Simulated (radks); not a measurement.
Values are calculated unless marked as measured or tabulated.
Br+, configuration [Ar] 3d10 4s2 4p4.

Level of theory: Dirac Kohn-Sham, Slater X-alpha with alpha = 0.812, spin-unpolarised, spherical densities, finite nucleus; open shells fill j = l - 1/2 first; Fermi nuclear charge, rms radius 4.1629 fm (a radial shooting solver on a logarithmic mesh with Libxc functionals).

Energy parts (eV):
total: -71249.456
kinetic: 73100.408
electron-nucleus: -171525.527
Hartree: 30023.727
exchange: -2848.064

Orbitals (lengths in bohr, moments of r in powers of bohr; r(max) is where P^2 peaks):
orbital  occ.  eigenvalue (eV)     <r^2>   r(max)   <1/r>  small-component weight
1s1/2       2        -13363.69  0.002459  0.02791   35.66                1.61e-02
2s1/2       2        -1756.825   0.04216   0.1591   7.969                3.19e-03
2p1/2       2        -1587.764   0.03231   0.1248   7.946                3.19e-03
2p3/2       4        -1539.801   0.03375   0.1281   7.685                3.12e-03
3s1/2       2        -253.3831    0.3472   0.4827   2.617                7.74e-04
3p1/2       2        -193.9052    0.3592   0.4730   2.505                7.24e-04
3p3/2       4        -186.9404    0.3727   0.4817   2.442                7.04e-04
3d3/2       4         -82.8048    0.4162   0.4249   2.188                5.86e-04
3d5/2       6         -81.6809    0.4219   0.4276   2.171                5.80e-04
4s1/2       2         -31.3514     2.958    1.387  0.8288                1.24e-04
4p1/2       2         -18.5496     4.160    1.575  0.6960                9.03e-05
4p3/2       2         -17.9390     4.321    1.605  0.6810                8.72e-05

The highest occupied level is 4p3/2 at -17.939 eV. The electron density at the nucleus is 4.433e+04 e/bohr^3. For comparison, the ionisation energy in NIST's Atomic Spectra Database is 21.591 eV (measured). In exact Kohn-Sham theory the highest level is minus the ionisation energy, but local and semilocal functionals leave it too shallow, through self-interaction and a potential that decays too fast; potentials with the right tail come closer.

Beside tabulated values, note that spin-unpolarised runs miss the spin-polarisation part of the exchange energy of open shells.
